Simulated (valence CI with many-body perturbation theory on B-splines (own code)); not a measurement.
**Sensitivity of CI+MBPT for Pm XXX**

Computed by valence CI with perturbative core correlation (CI+MBPT): four valence electrons over a frozen Dirac-Fock core [Ar] 3d10, a basis of 6 s, 6 p, 5 d, 3 f, 1 g functions for each j, with the one-electron correlation potential Σ1, the two-electron term Σ2, the three-electron term Σ3, Breit, model QED; selected CI, second order for the rest, scaled by the run's own slope (own B-spline code, finite nucleus).

No measured spectrum was set against this ion. As an estimate, large intervals hold to a few tenths of a per cent, small ones and those within an open d or f shell to about a per cent.

The reference run has the lowest level (4s^2 4p1/2^2) J=0 and an ionisation energy of 1115.03 eV. Its largest variational space holds 9999 state functions.

Levels are named by their leading jj configuration (3d3/2^4 stands for four electrons in 3d with j = 3/2), which in mixed levels can hold well under half, so a name can repeat and another be missing. Letters in brackets count levels of one name in rising energy.

Reference levels: (4s^2 4p1/2 4p3/2) J=1 242686, (4s^2 4p1/2 4p3/2) J=2 267986, (4s^2 4p3/2^2) J=2 529733, (4s^2 4p3/2^2) J=0 586689, (4s 4p1/2^2 4p3/2) J=2 763273, (4s 4p1/2^2 4p3/2) J=1 851262, (4s 4p1/2 4p3/2^2) J=2 988034, (4s 4p1/2 4p3/2^2) J=3 1036940, (4s^2 4p1/2 4d3/2) J=2 [a] 1088620, (4s 4p1/2 4p3/2^2) J=0 1088920, (4s 4p1/2 4p3/2^2) J=1 [a] 1112590, (4s 4p1/2 4p3/2^2) J=1 [b] 1154170 cm⁻¹.

Problem. Rank these changes by the mean size of the shift of these levels, smallest first.
A. scale of Σ2 1 → 0
B. cutoff of virtual states (hartree) 7442 → 1800
C. correlating orbitals by l 3 3 3 2 1 → 0 0 0 0 0
D. correlating orbitals by l 3 3 3 2 1 → 3 2 2 4 3

Solution. D (13 cm⁻¹), B (18 cm⁻¹), C (360 cm⁻¹), A (1900 cm⁻¹).
